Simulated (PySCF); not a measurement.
I3Sc, SMILES [I][Sc-]([I])[I] (connectivity only; charge and spin as stated), charge -1, multiplicity 2.

Geometry: B3LYP-D3(BJ)/def2-SVPD. The multiplicity is an assumed one; other spin states were not compared. The def2 effective core potentials stand for the cores of I; spin–orbit coupling is left out.

Level of theory: B3LYP-D3(BJ)/def2-SVPD (PySCF).

Frequencies are harmonic and unscaled.

Modes within 1.5 cm⁻¹ of each other (mostly degenerate sets) share a row, with their intensities summed.

```json
[
 {"mode": "1–2", "ν (cm⁻¹)": "35", "IR (km/mol)": "0.2", "moving atoms (share of kinetic energy)": "I 93 %"},
 {"mode": "3", "ν (cm⁻¹)": "64", "IR (km/mol)": "1.2", "moving atoms (share of kinetic energy)": "Sc 89 %, I 11 %"},
 {"mode": "4", "ν (cm⁻¹)": "116", "IR (km/mol)": "0.0", "moving atoms (share of kinetic energy)": "I 100 %"},
 {"mode": "5–6", "ν (cm⁻¹)": "255", "IR (km/mol)": "139.9", "moving atoms (share of kinetic energy)": "Sc 83 %, I 17 %"}
]
```
